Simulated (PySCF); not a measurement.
**Calculated NMR data**

All values are calculated (PySCF 2.14.0 with density-fitted response routines): GIAO PBE0/pcSseg-1 shieldings, structure optimised with GFN2-xTB. Non-relativistic, no solvent, averaged over atoms made equivalent by symmetry, fast rotation or ring inversion, a single conformation.

References, each an isolated molecule treated in the same way: $^{1}$H (31.72 ppm) and $^{13}$C (186.93 ppm) vs TMS. Where no couplings were computed, multiplicities follow the n + 1 count of equivalent neighbours, and m marks all less simple cases (inequivalent or close neighbours, rings, F or P nearby). Shifts are as computed. Against solution values, carbons near 30 ppm lie about +3 ppm off and those near 130 ppm about +5 ppm (rms about the fit 2.1 ppm; single classes can miss by 10 ppm). Of 1328 compounds with measured shifts, 309 miss one by over three times the rms of a fit or turn the order of signals round; such compounds aren't used in these exercises. Signals without a measured value on file couldn't be tested in this way; 1H shifts scatter by 0.2 ppm about their fit, and single ones miss by 0.5 ppm.

**1.** SMILES CC(C)=CC(C)C, C7H14. $^{1}$H NMR (600 MHz, computed): δ 5.25 (d, 1H), 2.48 (m, 1H), 1.75 (s, 3H), 1.74 (s, 3H), 0.99 (d, 6H). $^{13}$C{$^{1}$H} NMR (computed): δ 140.8, 135.8, 32.2, 29.2, 25.4, 20.0.

**2.** 2,3-dimethyl-2-pentene, C7H14. $^{1}$H NMR (600 MHz, computed): δ 2.14 (q, 2H), 1.82 (s, 3H), 1.73 (s, 3H), 1.66 (s, 3H), 0.95 (t, 3H). $^{13}$C{$^{1}$H} NMR (computed): δ 138.3, 131.9, 33.3, 23.1, 22.6, 22.2, 16.0.
